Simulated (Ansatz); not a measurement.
Gas-phase electronic energies from Ansatz, PBE0-D4/def2-TZVP geometries. CBS: MP2 limit from def2 TZ/QZ plus the TZ coupled-cluster correction, frozen cores. This one scheme is used for every species. DFT in def2-TZVPP. For Ge outer-core shells are correlated without core-valence functions, which leaves a few kJ/mol of doubt a bond. Scalar relativity is left out up to krypton. One conformer a species, not always the lowest.

`[NH2][Al]([NH2])[F]` + `C#[C][GeH2][OH]` → `C#[C][Al]([NH2])[F]` + `[NH2][GeH2][OH]`  (redistribution)

`[NH2][Al]([NH2])[F]`:

```xyz
8

N    -1.155   -0.880   -0.614
Al   -0.158    0.018    0.522
N     1.318    0.862    0.074
F    -0.636    0.072    2.102
H    -1.999   -1.364   -0.359
H    -0.972   -0.987   -1.597
H     1.712    0.904   -0.850
H     1.889    1.376    0.723
```

`C#[C][GeH2][OH]`:

```xyz
8

C    -1.723    0.008    1.576
C    -0.765   -0.032    0.848
Ge    0.775   -0.115   -0.249
O     0.216    0.400   -1.856
H    -2.577    0.048    2.212
H     1.304   -1.558   -0.304
H     1.849    0.851    0.279
H     0.920    0.397   -2.508
```

`C#[C][Al]([NH2])[F]`:

Cartesian coordinates in Å:
```
C 2.163 1.300 -0.048
C 1.025 0.899 0.028
Al -0.751 0.255 0.143
N -1.131 -1.435 -0.111
F -1.975 1.299 0.490
H 3.166 1.657 -0.114
H -2.052 -1.836 -0.063
H -0.445 -2.139 -0.326
```

`[NH2][GeH2][OH]`:

Cartesian coordinates in Å:
```
N -0.107 1.245 0.629
Ge 0.324 -0.291 -0.244
O -1.216 -0.877 -0.917
H -0.551 1.151 1.530
H 0.618 1.946 0.669
H 0.878 -1.433 0.643
H 1.309 0.092 -1.361
H -1.256 -1.834 -0.950
```

| species | PBE energy (Eh) |
| --- | --- |
| `[NH2][Al]([NH2])[F]` | -454.08025 |
| `C#[C][GeH2][OH]` | -2230.35407 |
| `C#[C][Al]([NH2])[F]` | -474.81566 |
| `[NH2][GeH2][OH]` | -2209.60893 |

(1) Work out ΔE.

Largest T1 diagnostic among the species: 0.013.

## Answers

(1) ΔE = (-474.81566) + (-2209.60893) − (-454.08025) − (-2230.35407) = 0.00973 Eh = +25.5 kJ/mol. CCSD(T)/CBS gives +29.0 kJ/mol.

At CCSD(T), def2-SVP lies −3.3 kJ/mol from the extrapolated value and def2-TZVPP +1.0 kJ/mol. From BLYP to BHLYP (50 % exact exchange), in def2-TZVPP and without D4, ΔE moves by +3.1 kJ/mol. Leaving LDA and LC-ωPBE aside and taking each functional with its dispersion term where it has one, the values, not all of them listed here, spread over 6.6 kJ/mol, from B97M-V to CAM-B3LYP-D4. LDA lies +3.2 kJ/mol from PBE without D4.
